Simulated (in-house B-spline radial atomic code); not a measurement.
Spin-orbit splittings of orbital energies (j = l + 1/2 less j = l - 1/2) and ratios of mean radii (lower j over upper j) along the 15-electron series, configuration [Ne] 3s2 3p3. Computed with a B-spline radial code for spherical atoms: Dirac-Hartree-Fock, average of the configuration, finite nuclei.

```tsv
ion	Z	splitting of 2p (eV)	radius ratio of 2p	splitting of 3p (eV)	radius ratio of 3p
Er53+	68	942.58	0.91038	242.76	0.94947
Tm54+	69	1007.41	0.90747	260.11	0.94779
Yb55+	70	1075.84	0.90449	278.45	0.94607
Lu56+	71	?	?	?	?
Hf57+	72	1224.12	0.89836	318.31	0.94252
Ta58+	73	1304.34	0.8952	339.92	0.94068
W59+	74	1388.85	0.89198	362.72	0.9388
Re60+	75	?	?	?	?
Os61+	76	1571.54	0.88533	412.13	0.93493
```

**Question.** Fill in the row of Lu56+.

**Answer.** splitting of 2p (eV): 1148.01; radius ratio of 2p: 0.90146; splitting of 3p (eV): 297.84; radius ratio of 3p: 0.94431.

**Question.** Fill in the row of Re60+.

**Answer.** splitting of 2p (eV): 1477.85; radius ratio of 2p: 0.88869; splitting of 3p (eV): 386.77; radius ratio of 3p: 0.93689.

**Question.** With what power of Z does the column «splitting of 3p (eV)» change over this range?

**Answer.** A fit of the logarithm of its size against log Z from Z = 68 to 76 has slope 4.76. An unscreened hydrogenic electron would give 4 at low Z; screening makes the apparent power larger near the neutral end, and relativity raises it again at high Z.
